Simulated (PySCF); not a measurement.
**Mayer bond orders and bond lengths**

Species: GaCl2(NH2).
Z-matrix (Å and degrees, PBE0-D3(BJ)/def2-SVP geometry), rows numbered from 1:
```
Ga
Cl  1  2.1321
Cl  1  2.1308  2  118.34
N   1  1.7879  2  121.19  3  -179.96
H   4  1.0118  1  123.03  2  -179.63
H   4  1.0116  1  123.44  2    -0.63
```

Bond orders from the PBE0/pcSseg-1 (pcSseg-2 on Ga) density (PySCF). Isolated species at its PBE0-D3(BJ)/def2-SVP geometry, gas phase. The calculation is non-relativistic, for gallium too.

Task: Give the Mayer order of every bond between heavy atoms, beside its length.

Result: 
```
   bond  length (Å)  Mayer order
Ga1–Cl2       2.132        1.138
Ga1–Cl3       2.131        1.138
 Ga1–N4       1.788        1.261
```

Task: And the bonds to hydrogen?

Result: H–N: 0.92 (2 bonds).

Task: Sum the orders of all bonds at each heavy atom with more than one neighbour.

Result: Ga1 3.537, N4 3.105. Orders between atoms that aren't bonded are not in these sums.

The Mayer order sums products of elements of PS (density times overlap matrix) between the two atoms' basis functions, so it depends on the basis set.

These values come from a run that also computed NMR shieldings. On an Arm Neoverse V2 with one thread (shared host), this took 9.3 s of wall time.
